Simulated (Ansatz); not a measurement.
A run of Ansatz (development build ahead of 0.2.0) on doublet H₁₀(+) at this shape:

```xyz
10

H     1.6000    0.0000    0.0000
H     1.2944    0.9405    0.0000
H     0.4944    1.5217    0.0000
H    -0.4944    1.5217    0.0000
H    -1.2944    0.9405    0.0000
H    -1.6000    0.0000    0.0000
H    -1.2944   -0.9405    0.0000
H    -0.4944   -1.5217    0.0000
H     0.4944   -1.5217    0.0000
H     1.2944   -0.9405    0.0000
```

Its results:

* Converged: yes
* Reference energy: -5.03711 hartree
* Correlation energy: -0.17053 hartree
* Total energy: -5.20764 hartree
* Spin squared of the determinant: 0.820
* Stability test: minimum

Forces (eV/Å):
```csv
atom,Fx,Fy,Fz
H1,-0.204,2.916,0.000
H2,1.176,-1.369,0.000
H3,-0.131,-0.402,0.000
H4,-1.756,-0.417,0.000
H5,1.879,2.239,0.000
H6,0.204,-2.916,0.000
H7,-1.176,1.369,0.000
H8,0.131,0.402,0.000
H9,1.756,0.417,0.000
H10,-1.879,-2.239,0.000
```

Question: Which input gives this output? Name the method, the orbitals and the basis set, and write the input.

Answer: UHF-MP2 in aug-cc-pVDZ.

```yaml
crystal:
  periodic: [false, false, false]
  atoms:
    - { symbol: H, position_ang: [1.6, 0.0, 0.0] }
    - { symbol: H, position_ang: [1.29443, 0.94046, 0.0] }
    - { symbol: H, position_ang: [0.49443, 1.52169, 0.0] }
    - { symbol: H, position_ang: [-0.49443, 1.52169, 0.0] }
    - { symbol: H, position_ang: [-1.29443, 0.94046, 0.0] }
    - { symbol: H, position_ang: [-1.6, 0.0, 0.0] }
    - { symbol: H, position_ang: [-1.29443, -0.94046, 0.0] }
    - { symbol: H, position_ang: [-0.49443, -1.52169, 0.0] }
    - { symbol: H, position_ang: [0.49443, -1.52169, 0.0] }
    - { symbol: H, position_ang: [1.29443, -0.94046, 0.0] }
basis:
  gaussian: { orbitals: aug-cc-pVDZ }
total_charge: 1
magnetization:
  spin_polarized: true
  initial_magnetization: 1
hamiltonian:
  xc: hf
correlation:
  method: mp2
  frozen_orbitals: { H: 0 }
output:
  forces: true
```

Caution: bonds are stretched, where a single reference can fail; the charge can sit on one fragment and break the point group; the determinant breaks the point group.
